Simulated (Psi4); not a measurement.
H₂O₂Zn, charge +1, doublet (typed; the unrestricted solution is spin-contaminated), geometry from GFN2-xTB (such geometries of metal compounds can be far from the true shape) (a state made from the parent by changing its charge; the spin is typed, not shown lowest). Base run: Psi4 with HF/cc-pVDZ.

Psi4 was given this input:
```
memory 2 GB

molecule mol {
1 2
  Zn   -0.000028    0.184102    0.034168
  O     1.253567   -0.164068   -1.100299
  H     1.916814    0.381806   -1.565116
  O    -1.253460   -0.548318    0.968087
  H    -1.916841   -0.205776    1.597785
}

set basis cc-pvdz
set reference uhf

energy('scf')
print_variables()
```

Variants of this job, named by their change:

```csv
change,ΔE vs base (µEh),SCF cycles,basis functions,outcome
base,0.0,13,81,converged
diis_max_vecs = 15,0.0,13,81,converged
damping_percentage = 50,-,-,81,not converged
df_basis_scf = def2-universal-jkfit,-27.9,13,81,converged
scf_type = out_of_core,-194,13,81,converged
ints_tolerance = 1e-8,0.0,13,81,converged
scf_type = cd,1540,15,81,converged
scf_type = disk_df,0.0,13,81,converged
guess = gwh,6989,29,81,another SCF solution
cholesky_tolerance = 1e-6 (with scf_type cd),-194,13,81,converged
e_convergence = 1e-4,0.0,13,81,converged
scf_type = mem_df,0.0,13,81,converged
d_convergence = 1e-10,0.0,23,81,converged
```

A guess, shift, damping, solver or small numerical setting can't move a converged solution much, so rows marked as another SCF solution ended in a different state.

Open shells are given as the SCF converged; they aren't shown to be the lowest states, and a large step between rows can be another state.
